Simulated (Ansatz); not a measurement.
C2H8BNSi can be A, `B[SiH](C)N=C`, or B, `N[SiH]1BCC1`.

Gas-phase electronic energies from Ansatz, PBE0-D4/def2-TZVP geometries. CBS: MP2 limit from def2 TZ/QZ plus the TZ coupled-cluster correction, frozen cores. DFT in def2-TZVPP. B3LYP here is the variant with VWN-RPA as its local correlation; programs differ in this. One conformer a species, not always the lowest.

A:

```xyz
13

B    -1.000    1.904   -0.103
Si    0.140    0.272    0.161
C     1.493    0.134   -1.126
N    -0.820   -1.189    0.074
C    -1.010   -1.978    1.033
H    -2.194    1.875   -0.150
H    -0.475    2.978   -0.192
H     0.765    0.405    1.525
H     2.126    1.024   -1.115
H     2.121   -0.738   -0.927
H     1.068    0.024   -2.125
H    -1.631   -2.872    0.905
H    -0.583   -1.840    2.041
```

B:

```xyz
13

N    -0.434    1.915    1.406
Si   -0.573    0.500    0.449
B     0.200   -1.328    0.770
C     0.351   -1.402   -0.799
C     0.434    0.114   -1.129
H     0.423    2.180    1.860
H    -1.060    2.694    1.296
H    -2.019    0.390    0.092
H     0.597   -2.093    1.598
H    -0.594   -1.817   -1.185
H     1.144   -2.030   -1.217
H     0.067    0.414   -2.112
H     1.465    0.464   -1.029
```

(1) Which is lower in electronic energy at CCSD(T)/CBS, and by how much? (Estimate.)

(2) Give E(B) − E(A) in kcal/mol with B3LYP, CCSD(T)/def2-TZVPP, CCSD/def2-TZVPP, PBE0-D4, r2SCAN-D4, B3LYP-D4, B2PLYP. (An estimate is asked.)

Largest T1 diagnostic: 0.012.

## Answers

(1) Computed: B, by 14.1 kcal/mol.

(2) The calculation gave: B3LYP -9.5, CCSD(T)/def2-TZVPP -12.5, CCSD/def2-TZVPP -12.3, PBE0-D4 -17.8, r2SCAN-D4 -15.0, B3LYP-D4 -10.0, B2PLYP -11.2. None reverses the order clearly.

In def2-TZVPP, CCSD(T) changes the Hartree–Fock value by −7.6 kcal/mol (the triples alone add −0.2 kcal/mol) and MP2 by −10.7 kcal/mol. From PBE to PBE0 (25 % exact exchange), in def2-TZVPP and without D4, E(B) − E(A) moves by −2.2 kcal/mol.
